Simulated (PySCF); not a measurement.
Constitutional and geometric isomers with formula C4H8Si. All species are isolated molecules in the gas phase. One relaxed conformer stands for each flexible species; it need not be the lowest. Strings in code marks are SMILES.

All values below come from B3LYP-D3(BJ)/def2-TZVP (PySCF 2.14.0). B3LYP has the VWN-RPA correlation part, as in Gaussian. Delta-SCF ions had no search for a lower state. Excitations are Tamm–Dancoff values on a coarser integration grid. The basis has no diffuse functions, so Rydberg states are missing or too high.

| species | vertical ionisation energy (Delta-SCF) (eV) | HOMO (eV) | T1 excitation (TDA) (eV) | LUMO (eV) |
|---|---|---|---|---|
| `[SiH3]C1=CCC1` | 9.29 | -7.10 | 4.10 | -0.43 |
| `CC1=C[Si@@H]1C` | 9.03 | -6.79 | 4.81 | – |
| `C[C@@H]1CC1=[SiH2]` | 8.03 | -5.92 | 2.51 | -1.24 |
| `CC[SiH]1C=C1` (C–C–Si–C torsion 25°) | 9.35 | -6.98 | [?] | -0.32 |
| `C=C=[Si](C)C` | 7.45 | -5.40 | 3.00 | -0.46 |
| `C([SiH3])C=C=C` | 8.99 | [?] | [?] | -0.13 |
| `C#CC[SiH2]C` | [?] | [?] | [?] | – |
| `C1[SiH2]C21CC2` | 8.74 | -6.60 | 4.82 | [?] |

**Question.** Complete the blanks.

**Answer.** 
- `CC[SiH]1C=C1` (C–C–Si–C torsion 25°), T1 excitation (TDA) (eV): 4.64
- `C([SiH3])C=C=C`, HOMO (eV): -6.86
- `C([SiH3])C=C=C`, T1 excitation (TDA) (eV): 4.50
- `C#CC[SiH2]C`, vertical ionisation energy (Delta-SCF) (eV): 9.48
- `C#CC[SiH2]C`, HOMO (eV): -7.15
- `C#CC[SiH2]C`, T1 excitation (TDA) (eV): 5.41
- `C1[SiH2]C21CC2`, LUMO (eV): -0.07
